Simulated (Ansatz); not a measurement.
Molecule: sum formula HSF₂ (charge +1, singlet). It need not be the lowest isomer of its formula. 
Coordinates optimised at B3LYP-D3(BJ)/def2-TZVP (Ansatz, a program for electronic structure):
```
S
F 1 1.5309
F 1 1.5309 2 102.08
H 1 1.3713 2 96.59 3 -98.21
```
Charge +1, spin multiplicity 1.

Basis-set convergence of Hartree-Fock and CCSD(T) correlation energies (hartree) with Ansatz. Correlated levels leave the core frozen unless marked. No spin-orbit coupling. Non-relativistic.

```csv
basis,functions,E(HF),"E(corr, CCSD(T))",rough core time
cc-pV(D+d)Z,56,-596.59760,-0.54207,under 20 s
cc-pV(T+d)Z,113,-596.71132,-0.71262,under 20 s
cc-pV(Q+d)Z,204,-596.73504,-0.77257,60 s
```

Extrapolating the two largest sets (X = 3 and 4) as X^-3: E(corr) = (64·(-0.77257) - 27·(-0.71262))/37 = -0.8163 Eh, an estimate of the basis-set limit. The largest set recovers 94.6 % of it, the smallest 66.4 %.
